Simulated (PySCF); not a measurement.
Compound: C5H8FS (doublet state).
Z-matrix (Å and degrees, GFN2-xTB geometry), rows numbered from 1:
```
C 
C   1  1.4745
C   2  1.4778  1  121.47
C   3  1.5259  2  109.33  1    89.35
F   4  1.3609  3  111.70  2   -65.02
C   4  1.4790  3  122.43  2    78.45
S   6  1.8099  4   65.94  3   110.61
H   1  1.0980  2  111.19  3   -86.85
H   1  1.0889  2  111.15  3    32.36
H   1  1.0893  2  110.83  3   154.34
H   2  1.0776  1  118.64  3   164.26
H   3  1.0923  2  112.00  1  -152.07
H   3  1.0924  2  110.98  1   -29.62
H   6  1.0822  4  117.94  7   106.83
H   6  1.0814  4  118.51  7  -106.94
```

The hyperfine couplings belong to this conformer and change with its torsions.

As a line formula: `C[CH]C[C@@]1(F)CS1` [radical].

The calculation used UKS B3LYP, pcH-1 on C F H S, non-relativistic, mean-field spin-orbit, GIAO in PySCF. One conformer (not necessarily the lowest) at the GFN2-xTB geometry, without solvent, vibrations or thermal averaging. The geometry wasn't refined by DFT: couplings that depend on bond lengths, twists or pyramidal angles can differ widely from those at the functional's own minimum. No stability test was run, so a lower SCF solution isn't excluded.

(1) What is the g tensor, term by term?

(2) What effective moment and Curie constant follow for a powder?

(3) What are the electron Larmor frequencies g μB B/h along the three axes at 340 mT?

(4) At 33.97 GHz, how far is the centre of the isotropic spectrum from where a free electron (g = 2.002319) resonates?

(5) In a frozen sample, at which fields do the three g values resonate at 9.5, 34, 94 and 263 GHz (hyperfine left aside), and which band first spreads them over more than twice a line width of 0.3 mT?

Results:

(1) 
```csv
Δg (ppm),1,2,3
relativistic mass correction,-147,-147,-147
gauge correction,13,20,27
orbital Zeeman/spin–orbit,-662,384,1558
total,-796,256,1438
```

So g = 2.00152, 2.00258, 2.00376 and g_iso = 2.00262; the tensor is rhombic: the two nearest values differ by 47 % of g3 − g1. 

(2) With the mean of g² = 4.0105 and S(S+1) = 0.75: μ_eff = √(⟨g²⟩S(S+1)) = 1.734 μB and χT = 0.12505·⟨g²⟩·S(S+1) = 0.376 cm³ K/mol (cgs; spin-Hamiltonian part alone).

(3) 9.5247, 9.5297, 9.5353 GHz for g1, g2 and g3, a range of 10.6 MHz.

(4) B = hν/(g μB) with μB/h = 13.99624 MHz/mT gives 1212.13 mT for the free electron and 1211.95 mT at g_iso, 0.18 mT lower.

(5) 
```tsv
band	GHz	B(g3) mT	B(g2) mT	B(g1) mT	spread mT
X	9.5	338.74	338.94	339.12	0.38
Q	34.0	1212.33	1213.05	1213.69	1.35
W	94.0	3351.75	3353.73	3355.49	3.74
J	263.0	9377.76	9383.29	9388.23	10.47
```

The spread grows in proportion to the frequency. Q band is the first where it exceeds 0.6 mT.

The Mulliken spin populations are largest on C2 (+1.01), C1 (-0.08), C3 (-0.08) and H8 (+0.07). No atom but C2 exceeds +0.15. The angles at C2 add up to 358.2°, so it is nearly planar; its axial dipolar tensor and the negative coupling of its proton fit spin in a p orbital normal to that plane.

The HOMO–LUMO gaps are 5.42 eV among the α and 4.82 eV among the β orbitals.

The run took 60 s (grids of density and orbitals included) on one thread of an Arm Neoverse V2, on a shared host, and the process peaked at 0.97 GiB of memory.
